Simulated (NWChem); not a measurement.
Species: C2H2BrF; SMILES C=C(F)Br

All runs: NWChem. Pople sets run with spherical d functions. Structure relaxed at the B3LYP/6-31G* (spherical d) level. B3LYP is NWChem's, with the RPA form of VWN correlation. Level: B3LYP/6-31G* with SMD (1 M gas to 1 M solution), gas-phase geometry.

For solvent n-hexane:

* **solvation free energy (kcal/mol)**: -2.3
* **cavity-dispersion-structure term (kcal/mol)**: -1.5
* **dipole in solution (D)**: 1.49

How do the values read with solvent water instead?


- solvation free energy (kcal/mol): 0.9
- cavity-dispersion-structure term (kcal/mol): 2.7
- dipole in solution (D): 1.77
